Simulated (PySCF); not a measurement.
## Shapes and spin states of [RhS2]-

All numbers come from PBE0/[Rh def2-SVPD with ECP28, S def2-SVPD], scalar-relativistic core potentials, density fitting, no spin–orbit coupling, PySCF.

Relaxations began from a few typed shapes and spin states; open shells are unrestricted. The search is not exhaustive: other isomers or separated fragments can lie lower, and high-lying points may rest on an excited occupation.

Problem. Which is the lowest minimum found?
A. triplet C2v: Rh–S 2.105 Å (×2); S–Rh–S 121.5°
B. triplet D∞h: Rh–S 2.148 Å (×2); S–Rh–S 180.0°
C. singlet (closed shell, unstable to spin polarisation) C2v: Rh–S 2.286 Å (×2), S–S 2.087 Å; Rh–S–S 62.8° (×2), S–Rh–S 54.3°
D. quintet C2v: Rh–S 2.188 Å (×2); S–Rh–S 140.9°
E. quintet D∞h: Rh–S 2.214 Å (×2); S–Rh–S 180.0°
F. broken-symmetry Ms = 0 (⟨S²⟩ 0.61) C2v: Rh–S 2.093 Å (×2); S–Rh–S 133.9°
G. singlet (closed shell, unstable to spin polarisation) D∞h: Rh–S 2.097 Å (×2); S–Rh–S 180.0°
H. singlet (closed shell, unstable to spin polarisation) C2v: Rh–S 2.083 Å (×2); S–Rh–S 141.5°

Solution. F. The others lie at 0.5 (triplet C2v), 5.1 (singlet C2v), 16.0 (singlet D∞h, a saddle point), 22.7 (triplet D∞h, a saddle point), 24.4 (quintet C2v), 34.2 (quintet D∞h, a saddle point), 106.8 (singlet C2v) kJ/mol above it.

For the lowest minimum: the determinant is spin-contaminated (⟨S²⟩ = 0.61, pure value 0.00). The spin densities have lower symmetry than the nuclear frame. The lowest empty level of this anion is unbound, so it and the gap depend on the basis.

The electron or spin density has lower symmetry than the nuclear frame for the triplet D∞h at 22.7 kJ/mol.
